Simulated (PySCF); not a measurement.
Compound: C5HF5.
Structure used (PBE0-D3(BJ)/def2-SVP), in Å, numbered top down from 1:
```xyz
11
C5HF5 angstrom
F      1.7175   -1.3404    0.7348
C      1.9594   -0.2440    0.0737
F      3.2289   -0.0484   -0.1282
C      0.9931    0.5853   -0.3522
F      1.3406    1.6864   -1.0162
C     -0.3961    0.3465   -0.1356
C     -1.6625    0.6584   -0.2251
F     -2.5552    1.5129   -0.6279
C     -1.4154   -0.6094    0.4176
F     -1.6553   -1.7764   -0.2534
H     -1.5158   -0.7945    1.4979
```

Method used: PySCF, TDDFT PBE0/def2-SVPD, vertical, gas phase, core orbitals frozen in the response.

Ground-to-excited transition dipoles (e·a0, same axes as the geometry; the sign carries no meaning), for the states with f of 0.002 or more among the lowest 6:

| state | E (hartree) | μx | μy | μz |
| --- | --- | --- | --- | --- |
| S1 | 0.2108 | 1.831 | -0.405 | 0.151 |
| S2 | 0.2353 | 0.232 | -0.004 | 0.135 |
| S4 | 0.2454 | 0.036 | -0.185 | -0.052 |
| S5 | 0.2562 | -0.218 | 0.218 | -0.076 |
| S6 | 0.2664 | -0.092 | -0.094 | -0.272 |

(1) What oscillator strength does each state have?

(2) Which bond between heavy atoms lies closest to the direction of the S1 transition dipole?

(3) What angle do the transition dipoles of S2 and S5 make?

(4) How is the summed strength of these states shared among x, y and z?

(5) What peak molar absorption coefficient would the strongest computed level give as a lone Gaussian band 0.4 eV wide at half height?

Results:

(1) f = (2/3) ΔE |μ|² with ΔE in hartree (27.2114 eV).

```
state  |μ|² (au)  |μ| (D)      f
   S1      3.540     4.78  0.498
   S2      0.072     0.68  0.011
   S4      0.038     0.50  0.006
   S5      0.101     0.81  0.017
   S6      0.091     0.77  0.016
```

(2) C6–C7, at 2° from it; next C2–F3 and C4–C6 at 25°.

(3) |cos θ| = |μa·μb| / (|μa| |μb|) = 0.72, so θ ≈ 44° (taken between 0 and 90°, since the signs are arbitrary).

(4) (2/3) Σ ΔE μα² gives 0.490 for x, 0.038 for y and 0.021 for z, 0.549 in all.

(5) ε(max) = 2.175×10⁸ f / FWHM, with the width in cm⁻¹. S1: 2.175×10⁸ × 0.4976 / 3226 ≈ 34000 L mol⁻¹ cm⁻¹.

Hardware: Intel Xeon Platinum 8488C, one thread, no GPU, shared host with 192 logical CPUs at a one-minute load of 34. Cost: 43 s wall, 0.87 GiB resident at most.

One conformer stands for the species.
